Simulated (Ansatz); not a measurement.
`C[SiH](F)BN` + H₂Se → `C[SiH](F)[SeH]` + `BN` at 400 K and 1 bar (cleavage of the Si–B bond).

Gas-phase electronic energies from Ansatz, PBE0-D4/def2-TZVP geometries. CCSD(T)/CBS adds triple-zeta CCSD(T) − MP2 to the extrapolated MP2 energy (def2 sets, frozen cores). This one scheme is used for every species. For Se outer-core shells are correlated without core-valence functions, which leaves a few kJ/mol of doubt a bond. Scalar relativity is left out up to krypton. Each species was taken in one conformer, which may not be the lowest.

| species | CCSD(T)/CBS energy (Eh) | H − E (kJ/mol) | S (J/(mol·K)) |
| --- | --- | --- | --- |
| `C[SiH](F)BN` | -510.74878 | 269.8 | 390.5 |
| H₂Se | -2401.89790 | 49.4 | 229.5 |
| `C[SiH](F)[SeH]` | -2830.74610 | 180.6 | 375.3 |
| `BN` | -81.93499 | 142.5 | 243.5 |

H − E and S are ideal-gas, rigid-rotor, harmonic terms from PBE0-D4/def2-TZVP, for one conformer and one mirror image of each species. 1 Eh = 2625.50 kJ/mol, R = 8.31446 J/(mol·K).

Question: By hand: ΔE, ΔH, ΔS and ΔG.

Answer: ΔE = (-2830.74610) + (-81.93499) − (-510.74878) − (-2401.89790) = -0.03441 Eh = -90.3 kJ/mol. Δ(H − E) = 180.6 + 142.5 − 269.8 − 49.4 = 3.9, so ΔH = -86.4 kJ/mol. ΔS = 375.3 + 243.5 − 390.5 − 229.5 = -1.2 J/(mol·K). ΔG = -86.4 − 400 × (-1.2)/1000 = -85.9 kJ/mol.

Question: By hand: the equilibrium constant, and the temperature at which ΔG would vanish if ΔH and ΔS stayed fixed.

Answer: log₁₀ K = −ΔG/(RT ln 10) = 11.2. ΔG = 0 at ΔH/ΔS = 72000 K, far beyond where these terms or the molecules hold.

The number of gas molecules stays the same, so ΔS is small and ΔH decides. A doubt of 5 kJ/mol in ΔE shifts log₁₀ K by 0.7 here. Other conformers and mirror images would add mixing entropy, several J/(mol·K) or more a flexible species. These are equilibria of isolated gas molecules and say nothing of rates. Largest T1 diagnostic: 0.012 (customary marks: 0.02 for closed shells, 0.045 for open ones).
